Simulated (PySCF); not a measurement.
## How methods differ on the excitation energy of B(2+)

B(2+) [He] 2s1 (2S) → B(2+) [He] 3d1 (2D), as a difference of total energies. Computed with PySCF 2.14 in aug-cc-pVQZ with one added diffuse shell each of s, p, d, f, g type (7s6p5d4f3g, 105 functions), with the non-relativistic Hamiltonian (point nucleus). The calculations carry no spin-orbit coupling.

| method | excitation energy (eV) |
| --- | --- |
| UHF | 24.228 |
| LDA | 23.763 |
| PBE | 23.653 |
| PBE0 | 23.829 |
| r2SCAN | 23.642 |
| BP86 | 23.352 |
| LC-wPBE | 24.294 |
| HSE06 | 23.814 |
| B97-3 | 23.340 |

The promoted electron is Rydberg-like, and one or two diffuse shells describe it only roughly, which tends to raise the upper state.
